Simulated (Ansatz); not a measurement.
Relaxation of FH$_{5}$OSi$_{2}$ (9 atoms, charge 0, multiplicity 1), to a largest force component of 0.015 eV/Å in at most 40 steps.

Computed with Ansatz 0.2.0, RKS B3LYP-D4/def2-SVP.

```xyz
9
Properties=species:S:1:pos:R:3
O -0.499 -0.950 1.736
Si -0.859 -0.272 0.219
F -1.825 1.009 0.463
Si 1.159 0.351 -0.895
H -0.942 -0.411 2.436
H -1.623 -1.253 -0.565
H 0.805 0.945 -2.216
H 2.004 -0.822 -1.132
H 1.868 1.357 -0.063
```

Q: Where does it end, and by what steps?

A: It converged. After 10 steps the energy has fallen by 0.141 eV; H5 moved furthest, 0.57 Å.

```tsv
step	energy less start (eV)	largest force component (eV/Å)	accepted
0	0.0000	1.231	yes
1	-0.0278	0.583	yes
2	-0.0619	0.518	yes
3	-0.0790	0.182	yes
4	-0.0853	0.524	yes
5	-0.1142	0.225	yes
6	-0.1299	0.365	yes
7	-0.1385	0.161	yes
8	-0.1383	0.189	no
9	-0.1406	0.049	yes
10	-0.1411	0.006	yes
```

```xyz
9
Properties=species:S:1:pos:R:3
O -0.378 -0.630 1.776
Si -0.834 -0.183 0.246
F -1.784 1.145 0.318
Si 1.135 0.366 -0.898
H -1.054 -0.967 2.378
H -1.676 -1.233 -0.399
H 0.806 0.873 -2.262
H 2.001 -0.842 -1.029
H 1.872 1.424 -0.147
```

Time of the run: 31 s on 1 thread of Arm Neoverse V2, with other jobs on the host, peak memory 0.17 GiB.
